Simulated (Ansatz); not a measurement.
`O=C=[N][Ti]([N]=C=O)([N]=C=O)[N]=C=O`, charge 0, multiplicity 1.

(1) Give a relaxed structure at PBE0-D4/def2-TZVP (Ansatz 0.2.0). (Estimate.)

Answers

(1) The calculation gave: 
Cartesian coordinates in Å:
```
O 0.7404 -2.0627 -3.6181
C 0.5389 -1.4958 -2.6257
N 0.3301 -0.9074 -1.5957
Ti 0.0009 0.0026 0.0002
N 1.2950 1.3259 0.2403
C 2.1349 2.1751 0.3958
O 2.9439 2.9936 0.5455
N -1.6895 0.7906 -0.0703
C -2.7821 1.2955 -0.1164
O -3.8347 1.7822 -0.1608
N 0.0678 -1.1993 1.4266
C 0.1078 -1.9760 2.3462
O 0.1466 -2.7244 3.2323
```
Point group Td.
This is one stationary point; other conformers may exist.
